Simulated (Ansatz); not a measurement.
[CrS4]2- (CrS4²⁻), relaxed as a singlet with RKS PBE-D4/def2-SVPD in Ansatz, starting from the GFN2-xTB (ALPB water) geometry. Force threshold 0.02 eV/Å.

A multiply charged anion in the gas phase is held together partly by the finite basis. The restricted singlet is unstable towards broken spin symmetry in Hartree–Fock (as tested in another run); at PBE-D4/def2-SVPD this wasn't settled. The highest occupied level of the charge -2 singlet lies above zero (up to 3.16 eV). The electron is either unbound and held by the finite basis, or the level is raised by self-interaction error.

Start:

Cartesian coordinates in Å:
```
Cr 0.002 0.001 -0.001
S -0.707 0.853 1.771
S -1.558 -0.119 -1.386
S 0.726 -1.920 0.396
S 1.538 1.185 -0.779
```

Task: Estimate the energy that the relaxation releases and the steps that it takes.

Result: 0.00 eV, in 2 steps; 3.2 s on 4 threads of Arm Neoverse V2 on a shared host. No frequencies were taken in this run, so the end may be a saddle point.

Task: Does the start keep its bonding and symmetry?

Result: By distances, no bond broke or formed. The bond that changes most is Cr1–S3, from 2.09 to 2.10 Å (atoms count from 1). Point group Td at the start, Td at the end, both within 0.05 Å.

Task: Predict the relaxed structure.

Result: 
```
atom    x (Å)    y (Å)    z (Å)
 Cr1  -0.0012  -0.0003   0.0005
  S2  -0.7115   0.8600   1.7812
  S3  -1.5675  -0.1180  -1.3952
  S4   0.7344  -1.9287   0.3957
  S5   1.5458   1.1869  -0.7821
```
Bond lengths: 4 × Cr–S 2.10 Å.
